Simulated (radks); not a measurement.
The numbers below are computed, except where a source is named.
Problem. All-electron atom: Nb28+ in [Ne] 3s2 3p1. Level of theory: scalar-relativistic Kohn-Sham, r2SCAN, spin-polarised, spherical densities, finite nucleus; open shells are filled with parallel spins first (spin-orbit coupling, left out, can overturn this in heavy ions); meta-GGA in the generalised Kohn-Sham scheme; Fermi nuclear charge, rms radius 4.324 fm (a radial shooting solver on a logarithmic mesh with Libxc functionals). Some entries of the table are withheld. Estimate them.

orbital,occ.,eigenvalue (eV),<r> (bohr)
1s up,1,-20276.86,0.03608
1s down,1,-20274.29,0.03608
2s up,1,-4005.480,(1)
2s down,1,-4004.160,(2)
2p up,3,(3),0.1352
2p down,3,(4),0.1352
3s up,1,-1546.606,0.3826
3s down,1,-1536.390,0.3834
3p up,1,(5),0.3715
3p down,0,(6),0.3722

Solution. 
(1) 2s up <r> (bohr): 0.1554
(2) 2s down <r> (bohr): 0.1554
(3) 2p up eigenvalue (eV): -3734.024
(4) 2p down eigenvalue (eV): -3731.501
(5) 3p up eigenvalue (eV): -1458.069
(6) 3p down eigenvalue (eV): -1448.110
